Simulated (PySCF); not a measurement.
Ga(Me)(NH2)2 (CH7GaN2), SMILES [CH3][Ga]([NH2])[NH2]. Atoms are numbered in the order given.

```xyz
11

Ga     0.0011     0.0025     0.0021
C     -1.4084    -1.3443    -0.2622
H     -1.1286    -2.0332    -1.0760
H     -2.3630    -0.8679    -0.5347
H     -1.5639    -1.9421     0.6493
N      0.0059     1.5941    -0.8948
H     -0.6341     1.8038    -1.6547
H      0.7745     2.2578    -0.8737
N      1.3949    -0.2581     1.1533
H      2.0920     0.4465     1.3751
H      1.4335    -1.0286     1.8133
```

Geometry: TPSSh-D3(BJ)/def2-SVP. The structure was generated by enumeration; whether it is a known compound was not checked. Other conformers were not sampled.

Two levels are set side by side: PBE/pcSseg-1 (PySCF) and HF/pcSseg-1 (PySCF). GIAO shifts against NH3 (¹⁵N), TMS (¹H), TMS (¹³C) at the same level; non-relativistic, no solvent, atoms listed together averaged. Differences are taken from unrounded values.

| quantity | HF |
|---|---|
| δ(¹³C) of C2 (ppm) | -13.3 |
| δ(¹⁵N) of N6, N9 (ppm) | 10.5 |

Problem. What does PBE give, and how far is it from HF? (An estimate is asked for; the answer gives what the named calculation found.)

Solution. 
```csv
quantity,PBE,PBE minus HF
δ(¹³C) of C2 (ppm),-10.0,3.3
"δ(¹⁵N) of N6, N9 (ppm)",39.2,28.7
```

Rough cost on one machine, each run with all the roots and properties that it gave: HF against PBE within a factor of 2.
